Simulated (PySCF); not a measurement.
Species: CH6P2Si.
Structure used (PBE0-D3(BJ)/def2-SVP), in Å, numbered top down from 1:
```
atom  x, y, z in Å
Si1   -1.2476    0.4417    0.2029
C2     0.0143   -0.8011   -0.4721
P3     1.3139   -1.2196    0.7777
P4     2.6826    0.2817    0.7436
H5    -1.7924   -0.0449    1.5054
H6    -0.5787    1.7596    0.4120
H7    -2.3709    0.6004   -0.7709
H8    -0.5219   -1.7319   -0.7249
H9     0.4514   -0.3944   -1.3985
H10    2.1000    1.0874   -0.2958
```

The closed-shell ground state was solved at several levels (PySCF, density fitting, gas phase, non-relativistic).

```json
{"level": "PBE0/def2-SVPD", "basis functions": "140", "HOMO (eV)": "-7.31", "LUMO (eV)": "-2.67", "gap (eV)": "4.64", "dipole (D)": "1.99"}
{"level": "PBE0/pcSseg-1", "basis functions": "119", "HOMO (eV)": "-7.43", "LUMO (eV)": "-2.78", "gap (eV)": "4.65", "dipole (D)": "2.29"}
```

Q: Estimate the row for PBE0/pcSseg-2, a basis of 249 functions; the other rows only guide the guess.

A: HOMO -7.35 eV, LUMO -2.75 eV, gap 4.60 eV, dipole 2.16 D.

Q: How much does the basis alone move the frontier levels among the 3 PBE0 rows (the withheld one included)?

A: The HOMO by 0.12 eV and the LUMO by 0.11 eV. By rising basis size (HOMO, LUMO in eV): pcSseg-1 -7.43, -2.78; def2-SVPD -7.31, -2.67; pcSseg-2 -7.35, -2.75.

Q: How far do the dipole and the HOMO energy spread over the levels?

A: The dipole runs from 1.99 to 2.29 D (mean 2.15 D) and the HOMO from -7.43 to -7.31 eV.

One conformer stands for the species.
